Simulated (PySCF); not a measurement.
Mg(OMe)(SMe), SMILES [O](C)[Mg][S]C (C2H6MgOS) at its B3LYP/def2-SVP optimised geometry (Å):

```
11

Mg    -0.6440     0.1685     0.0000
O      1.1282     0.1685     0.0000
C      2.5094     0.1467    -0.0264
H      2.9119     0.4215    -1.0230
H      2.9502     0.8565     0.7034
H      2.9155    -0.8565     0.2178
S     -2.9502     0.1487    -0.0290
C     -3.4300     1.1596     1.4458
H     -3.0760     0.7138     2.3865
H     -4.5286     1.1802     1.4697
H     -3.0704     2.1960     1.3727
```

Calculation: PySCF 2.14.0 with B3LYP/def2-TZVP. Cells within 0.4 Å of a nucleus heavier than hydrogen are left out (blank, or x).

Map of the electrostatic potential (hartree/e), clipped to [-0.08, 0.12] on the plane z = 1.5 Å:

```
|2222222222222222222222222222222|
|2222222222222222222222222222222|
|2222222333333222222222222222222|
|2222233333333332222222222222222|
|2222333333333333222222222222222|
|2223344443333333322222222222222|
|2223467654333333322222222222222|
|2234799964444433322222222222222|
|3335999985444444322222222222222|
|5679999985455554322212222222222|
|9999999975556665322111223322222|
|9999xx9985567875421111234432222|
|9999xx9995689986421011346432222|
|9999999975699997420001245432222|
|4579999855699998410001233322222|
|2334676544699998410001222222222|
|2222233223589997410001121111222|
|1111111123468986420001112112222|
|1110000012356765321111122222222|
|1110000012345554321111122222222|
|1110000012234444322111122222222|
|1111001112233333322222222222222|
|1111111112233333322222222222222|
|1111111112223333222222222222222|
|1111111122222222222222222222222|
|1111111122222222222222222222222|
|1111111222222222222222222222222|
|1111122222222222222222222222222|
|2222222222222222222222222222222|
|2222222222222222222222222222222|
|2222222222222222222222222222222|
```
Scale: ten equal steps from -0.036 (start of '0') to 0.120 (end of '9'), in the order '0123456789'; x runs from -5.00 to 5.00, y from -5.00 (bottom) to 5.00 (top).
